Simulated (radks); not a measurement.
Valence configurations of neutral caesium (all share [Xe]). Method: scalar-relativistic Kohn-Sham, PBEsol, spin-polarised, spherical densities, point nucleus; open shells are filled with parallel spins first (spin-orbit coupling, left out, can overturn this in heavy ions); computed with a radial shooting solver on a logarithmic mesh with Libxc functionals. Energies are relative to 6s1; eigenvalues in eV for spin up.

valence      E (eV)  moment (Bohr magnetons)   e(4f)   e(5d)   e(6p)   e(6s)
6s1           0.000                        1       -       -       -  -2.290
5d1           1.721                        1       -  -0.631       -       -
6p1           1.390                        1       -       -  -1.411       -
4f0.5 6s0.5   1.350                        1  -0.302       -       -  -3.359
4f1           2.987                        1  -0.466       -       -       -

NIST lists [Xe] 6s1 as the ground configuration; this level of theory agrees among the configurations tried. The energies are those of spherical high-spin densities, not of single terms.
